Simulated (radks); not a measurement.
Q: The mean radii <r> (bohr) of the occupied orbitals of an atom or ion are listed with their occupations. All-electron calculation, scalar-relativistic Kohn-Sham, PBE, spin-polarised, spherical densities, finite nucleus; Fermi nuclear charge, rms radius of each element as measured or else 0.836 A^(1/3) + 0.57 fm. Program: a radial shooting solver on a logarithmic mesh with Libxc functionals.

orbital  occ.      <r>
1s          2  0.02781
2s          2   0.1199
2p          6   0.1048
3s          2   0.3221
3p          6   0.3202
3d         10   0.2967
4s          2   0.7640
4p          6   0.8195
4d         10   0.9597
5s          2    1.868

Name the element and its charge. Open shells, if any, are filled with parallel spins first.

A: Z = 52, tellurium, charge +4: Te4+ in [Kr] 4d10 5s2. The 1s radius gives Z: for a bare nucleus <r> = (2 gamma + 1)/(2Z) with gamma = sqrt(1 - (Z/c)^2), 0.02741 bohr for Z = 52, and screening makes it slightly larger (0.02781 here). The occupations add up to 48, and the charge is Z minus that.
